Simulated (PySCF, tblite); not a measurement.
Isomers of C5H9NO2Si, one GFN2-xTB conformer each. Single-point energies are computed at PBE0/pcSseg-1 (PySCF, gas phase, no added dispersion term), electronic only.

Question: Rank them by PBE0/pcSseg-1 energy, lowest first (kcal/mol).
A. `[CH2:1]=[N:2][C:3](=[CH2:4])[O:5][SiH2:6][C:7]([CH3:8])=[O:9]` with C1–N2–C3–C4 41°, N2–C3–O5–Si6 0°, C3–O5–Si6–C7 47°, O5–Si6–C7–C8 -136°
B. `[SiH3:1][CH2:2][CH2:3][O:4][c:5]1[n:6][cH:7][cH:8][o:9]1` with Si1–C2–C3–O4 -175°, C2–C3–O4–C5 -73°, C3–O4–C5–N6 -2°
C. `[CH3:1][O:2][Si@H:3]([OH:4])[n:5]1[cH:6][cH:7][cH:8][cH:9]1` with C1–O2–Si3–O4 -54°, O2–Si3–O4–H -163°, O2–Si3–N5–C6 -12°

Answer: C (0.0), B (73.0), A (77.3).

As drawn, the lowest has an aromatic ring and an O–H bond, which the highest lacks; the highest has a C=O bond, a C=N bond and an Si–C bond, which the lowest lacks. GFN2-xTB itself gives, in the same order: 0.0, 67.7, 86.8. Both levels put the same isomer lowest; measured from each level's own lowest isomer, the values differ by up to 9.5 kcal/mol (C=NC(=C)O[SiH2]C(C)=O: 86.8 against 77.3).

Question: Which frontier levels, dipoles and rotational constants go with these structures?

Answer: 
| SMILES | HOMO (eV, PBE0/pcSseg-1) | LUMO (eV) | dipole (D) | A, B, C (MHz) |
| --- | --- | --- | --- | --- |
| CO[Si@H](O)n1cccc1 | -6.11 | 0.74 | 2.29 | 3144, 908.5, 738.8 |
| [SiH3]CCOc1ncco1 | -6.61 | 0.41 | 0.45 | 4142, 623.3, 567.2 |
| C=NC(=C)O[SiH2]C(C)=O | -6.61 | -1.75 | 2.61 | 2074, 1139, 881.0 |

Question: What happens when harmonic zero-point energies from GFN2-xTB frequencies are added?

Answer: 
```
               SMILES  ZPE (kcal/mol)  electronic (kcal/mol)  with ZPE (kcal/mol)
   CO[Si@H](O)n1cccc1            84.6                    0.0                  0.0
     [SiH3]CCOc1ncco1            82.0                   73.0                 70.4
C=NC(=C)O[SiH2]C(C)=O            80.4                   77.3                 73.2
```

The zero-point energies span 4.2 kcal/mol. The order is unchanged.
